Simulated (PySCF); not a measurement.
## Excitation energies in several basis sets

C3H5F3Si.
Atom-mapped SMILES: `[F:1][CH:2]([F:3])[C@@:4]1([F:5])[CH2:6][SiH2:7]1` (hydrogens: H8 on C2; H9, H10 on C6; H11, H12 on Si7)

TDDFT with PBE0 (PySCF), vertical singlets, core orbitals frozen in the response, spherical d and f functions. The structure is a single PBE0-D3(BJ)/def2-SVP conformer in the gas phase; no vibrational or solvent corrections.

```
      basis  functions  diffuse  S1 (eV)  S2 (eV)  S3 (eV)  S4 (eV)  S5 (eV)  LUMO (eV)  α (au)
     6-31G*        112       no     6.53     6.73     7.23     7.36     7.93       0.19    54.8
   def2-SVP        127       no     6.60     6.67     7.20     7.46     7.86       0.11    56.4
    6-31+G*        140      yes     6.14     6.43     6.70     6.85     7.06      -0.44    62.3
  def2-SVPD        193      yes     6.33     6.44     6.88     7.12     7.23      -0.30    65.9
aug-cc-pVDZ        210      yes     6.07     6.36     6.54     6.73     6.95      -0.48    67.2
  def2-TZVP        253       no     6.24     6.42     6.90     7.13     7.26      -0.28    63.2
```

**Question.** How much do these states and the polarisability depend on the basis?

**Answer.** States are compared by their number. Against the largest diffuse basis here (aug-cc-pVDZ, itself not a converged limit), sets without diffuse functions differ by up to 0.53 eV in S1 and 0.98 eV in S5; the smaller diffuse sets differ by up to 0.26 and 0.28 eV. State by state, the largest deviation of a set without diffuse functions is S1 0.53, S2 0.38, S3 0.69, S4 0.73, S5 0.98 eV. The same number needn't mean the same state in each row. Against aug-cc-pVDZ the polarisability deviates by -18% in 6-31G*, -16% in def2-SVP, -7% in 6-31+G*, -2% in def2-SVPD, -6% in def2-TZVP. A single + in a Pople set puts diffuse functions on heavy atoms only.

Without π bonds the low states may be Rydberg-like; a valence basis with one diffuse set may place them up to an eV too high.
